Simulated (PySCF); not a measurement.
Radial density of Ir⁺ (iridium, charge +1)

BHandHLYP, [Xe] 4f14 5d7 6p1, one real determinant (an excited configuration). Calculation: PySCF 2.14, in aug-cc-pwCVTZ-PP with ECP60MDF; scalar relativity through the core potential. This is the valence pseudo-density: the core potential removes the inner electrons and smooths the orbitals near the nucleus.

| r (bohr) | 4πr²ρ (e/bohr) | 4πr²(ρα − ρβ) |
| --- | --- | --- |
| 0.134 | 3.063e-05 | 0.0000 |
| 0.225 | 0.001124 | 0.0001 |
| 0.379 | 0.1070 | 0.0072 |
| 0.638 | 4.776 | 0.3039 |
| 1.07 | 14.13 | 2.0630 |
| 1.80 | 5.060 | 1.6365 |
| 3.04 | 0.8918 | 0.5556 |
| 5.11 | 0.1299 | 0.1226 |
| 8.59 | 0.002515 | 0.0025 |

⟨L²⟩ = 13.81 against 20 for a pure G term, so this real determinant mixes terms. Energies and moments cover only the electrons outside the core potential. Spin-orbit coupling, absent here, splits the open shell strongly.
